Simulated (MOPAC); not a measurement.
MOPAC input (MNDO):

```
MNDO PRECISE GNORM=0.05 LET XYZ GEO-OK AUX(PRECISION=9) THREADS=1
Be2F2

F    -0.00000000 1   -0.00000000 1   -2.39460900 1
Be   -0.00000000 1   -0.00000000 1   -1.02112800 1
Be    0.00000000 1    0.00000000 1    1.02112800 1
F     0.00000000 1    0.00000000 1    2.39460900 1
```

Output:

```
 *******************************************************************************
 **                                                                           **
 **                              MOPAC v23.2.5                                **
 **                                                                           **
 *******************************************************************************
 ** MOPAC's Digital Object Identifier: https://doi.org/10.5281/zenodo.6511958 **
 **                                                                           **
 ** Please cite the open-source release paper for use of this MOPAC version:  **
 ** J. E. Moussa and J. J. P. Stewart (2026)                                  **
 ** MOPAC: An open-source semiempirical molecular orbital program             **
 ** J. Open Source Softw., 11(119), 8025, https://doi.org/10.21105/joss.08025 **
 *******************************************************************************

                              MNDO CALCULATION RESULTS

 *******************************************************************************
 *  MNDO       - The MNDO Hamiltonian to be used
 *  GEO-OK     - OVERRIDE INTERATOMIC DISTANCE AND OTHER SAFETY CHECKS
 *  LET        - OVERRIDE SOME SAFETY CHECKS
 *  PRECISE    - TIGHTER CRITERIA TO BE USED
 *  XYZ        - CARTESIAN COORDINATE SYSTEM TO BE USED
 *  GNORM      - EXIT WHEN GRADIENT NORM DROPS BELOW 0.050
 *  AUX        - OUTPUT AUXILIARY INFORMATION
 *******************************************************************************
MNDO PRECISE GNORM=0.05 LET XYZ GEO-OK AUX(PRECISION=9) THREADS=1
 Be2F2

   ATOM   CHEMICAL          X               Y               Z
  NUMBER   SYMBOL      (ANGSTROMS)     (ANGSTROMS)     (ANGSTROMS)

     1       F         -0.00000000  *  -0.00000000  *  -2.39460900  *
     2      Be         -0.00000000  *  -0.00000000  *  -1.02112800  *
     3      Be          0.00000000  *   0.00000000  *   1.02112800  *
     4       F          0.00000000  *   0.00000000  *   2.39460900  *

          CARTESIAN COORDINATES

    NO.       ATOM           X           Y           Z

     1         F         -0.0000     -0.0000     -2.3946
     2        Be         -0.0000     -0.0000     -1.0211
     3        Be          0.0000      0.0000      1.0211
     4         F          0.0000      0.0000      2.3946

 Be: (MNDO): M.J.S. DEWAR, H.S. RZEPA, J. AM. CHEM. SOC., 100, 777, (1978)
  F: (MNDO): M.J.S. DEWAR, H.S. RZEPA, J. AM. CHEM. SOC., 100, 777, (1978)

           Empirical Formula: F2 Be2  =     4 atoms

      MOLECULAR POINT GROUP   :   D*h

      RHF CALCULATION, NO. OF DOUBLY OCCUPIED LEVELS = 9

          Geometry optimization using EF

          DIAGONAL MATRIX USED AS START HESSIAN

 CYCLE:     1  GRAD.:   211.019 HEAT: -196.7568
 CYCLE:     2  GRAD.:   195.468 HEAT: -194.4104
 CYCLE:     3  GRAD.:    30.468 HEAT: -205.4320
 CYCLE:     4  GRAD.:     9.941 HEAT: -205.7676
 CYCLE:     5  GRAD.:     0.312 HEAT: -205.7962
 CYCLE:     6  GRAD.:     0.006 HEAT: -205.7963

     GRADIENT =  0.00600 IS LESS THAN CUTOFF =  0.05000

 -------------------------------------------------------------------------------
 MNDO PRECISE GNORM=0.05 LET XYZ GEO-OK AUX(PRECISION=9) THREADS=1
 Be2F2

     GEOMETRY OPTIMISED USING EIGENVECTOR FOLLOWING (EF).
     SCF FIELD WAS ACHIEVED

                              MNDO CALCULATION
                                                       MOPAC v23.2.5 Linux

          FINAL HEAT OF FORMATION =       -205.79627 KCAL/MOL =    -861.05161 KJ/MOL

          COSMO AREA              =        103.11 SQUARE ANGSTROMS
          COSMO VOLUME            =         86.85 CUBIC ANGSTROMS

          GRADIENT NORM           =          0.00600          =       0.00300 PER ATOM
          IONIZATION POTENTIAL    =         11.791194 EV
          HOMO LUMO ENERGIES (EV) =        -11.791  1.135
          NO. OF FILLED LEVELS    =          9
          MOLECULAR WEIGHT        =         56.0212         POINT GROUP:  D*h

          MOLECULAR DIMENSIONS (Angstroms)

            Atom       Atom       Distance
            F     4    F     1     4.89004
           Be     2    F     1     0.00000
           Be     3    F     1     0.00000

          SCF CALCULATIONS        =          7

   ATOM   CHEMICAL          X               Y               Z
  NUMBER   SYMBOL      (ANGSTROMS)     (ANGSTROMS)     (ANGSTROMS)

     1       F          0.00000000  *  -0.00000000  *  -2.44501860  *
     2      Be         -0.00000000  *   0.00000000  *  -0.98050293  *
     3      Be          0.00000000  *   0.00000000  *   0.98050293  *
     4       F          0.00000000  *   0.00000000  *   2.44501859  *

                             CARTESIAN COORDINATES

   1    F        0.000000000    -0.000000000    -2.445018596
   2   Be       -0.000000000     0.000000000    -0.980502926
   3   Be        0.000000000     0.000000000     0.980502935
   4    F        0.000000000     0.000000000     2.445018590

           Empirical Formula: F2 Be2  =     4 atoms

      MOLECULAR POINT GROUP   :   D*h

                  EIGENVALUES
 -43.83322 -43.20869 -15.64454 -15.55355 -15.14399 -15.14399 -14.82962 -14.82962
 -11.79119   1.13482   1.13482   2.11133   4.08665   4.08665   6.76435   8.11215

              NET ATOMIC CHARGES AND DIPOLE CONTRIBUTIONS

  ATOM NO.   TYPE          CHARGE      No. of ELECS.   s-Pop       p-Pop
    1          F          -0.351241        7.3512     1.79250     5.55875
    2         Be           0.351241        1.6488     0.85918     0.78958
    3         Be           0.351241        1.6488     0.85918     0.78958
    4          F          -0.351241        7.3512     1.79250     5.55875
 DIPOLE           X         Y         Z       TOTAL
 POINT-CHG.    -0.000     0.000     0.000     0.000
 HYBRID         0.000     0.000    -0.000     0.000
 SUM            0.000     0.000     0.000     0.000

          ATOMIC ORBITAL ELECTRON POPULATIONS

     Atom    s        px        py        pz
    1  F   1.79250   1.86918   1.86918   1.82038
    2 Be   0.85918   0.13082   0.13082   0.52795
    3 Be   0.85918   0.13082   0.13082   0.52795
    4  F   1.79250   1.86918   1.86918   1.82038

 **********************
 *                    *
 * JOB ENDED NORMALLY *
 *                    *
 **********************

 == MOPAC DONE ==
```

The geometry given is a B3LYP-D3(BJ)/def2-TZVP minimum.
